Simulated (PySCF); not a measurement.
C6H7N. Atoms are numbered in the order given.

```xyz
14

N      2.3382    -0.0688     0.0000
C      0.9511    -0.0080     0.0000
C      0.2231    -0.0032     1.2153
C     -1.1769     0.0030     1.2088
C     -1.8923     0.0057     0.0000
C     -1.1769     0.0030    -1.2088
C      0.2231    -0.0032    -1.2153
H      2.8062     0.2428    -0.8513
H      2.8062     0.2428     0.8513
H      0.7704    -0.0076     2.1716
H     -1.7171     0.0080     2.1684
H     -2.9920     0.0120     0.0000
H     -1.7171     0.0080    -2.1684
H      0.7704    -0.0076    -2.1716
```

Geometry optimised at PBE-D3(BJ)/def2-SVP. Other conformers were not sampled.

All values below come from TDDFT-LC-ωPBE/def2-SVPD (PySCF).

Vertical excitations. Gas-phase values at a fixed geometry. State labels are in the subgroup Cs.

Computed excitation energies, oscillator strengths and character:
```json
[
 {"state": "S1", "symmetry": "A\"", "energy (eV)": "4.95", "λ (nm)": "251", "f": "0.037", "main pairs": "HOMO→LUMO 83 %, HOMO−1→LUMO+1 14 %"},
 {"state": "S2", "symmetry": "A'", "energy (eV)": "5.72", "λ (nm)": "217", "f": "0.153", "main pairs": "HOMO→LUMO+1 82 %, HOMO−1→LUMO 14 %"},
 {"state": "S3", "symmetry": "A'", "energy (eV)": "6.34", "λ (nm)": "196", "f": "0.003", "main pairs": "HOMO→LUMO+2 84 %"},
 {"state": "S4", "symmetry": "A'", "energy (eV)": "6.92", "λ (nm)": "179", "f": "0.613", "main pairs": "HOMO−1→LUMO 83 %, HOMO→LUMO+1 12 %"},
 {"state": "S5", "symmetry": "A\"", "energy (eV)": "6.93", "λ (nm)": "179", "f": "0.325", "main pairs": "HOMO−1→LUMO+1 75 %, HOMO→LUMO 15 %"},
 {"state": "S6", "symmetry": "A'", "energy (eV)": "7.22", "λ (nm)": "172", "f": "0.005", "main pairs": "HOMO→LUMO+3 84 %"},
 {"state": "S7", "symmetry": "A\"", "energy (eV)": "7.23", "λ (nm)": "172", "f": "0.026", "main pairs": "HOMO→LUMO+4 73 %"},
 {"state": "S8", "symmetry": "A'", "energy (eV)": "7.88", "λ (nm)": "157", "f": "0.004", "main pairs": "HOMO→LUMO+7 70 %, HOMO→LUMO+5 18 %"},
 {"state": "S9", "symmetry": "A\"", "energy (eV)": "8.00", "λ (nm)": "155", "f": "0.000", "main pairs": "HOMO−1→LUMO+2 51 %, HOMO−1→LUMO+3 29 %"},
 {"state": "T1", "symmetry": "A'", "energy (eV)": "3.69", "λ (nm)": "336", "f": "0", "main pairs": "HOMO→LUMO+1 64 %, HOMO−1→LUMO 24 %"},
 {"state": "T2", "symmetry": "A\"", "energy (eV)": "4.04", "λ (nm)": "307", "f": "0", "main pairs": "HOMO→LUMO 95 %"},
 {"state": "T3", "symmetry": "A'", "energy (eV)": "4.60", "λ (nm)": "270", "f": "0", "main pairs": "HOMO−1→LUMO 71 %, HOMO→LUMO+1 26 %"},
 {"state": "T4", "symmetry": "A\"", "energy (eV)": "5.53", "λ (nm)": "224", "f": "0", "main pairs": "HOMO−1→LUMO+1 91 %"}
]
```
Triplets are in the Tamm–Dancoff approximation, which puts them higher than full response would, so one can lie above its singlet here.
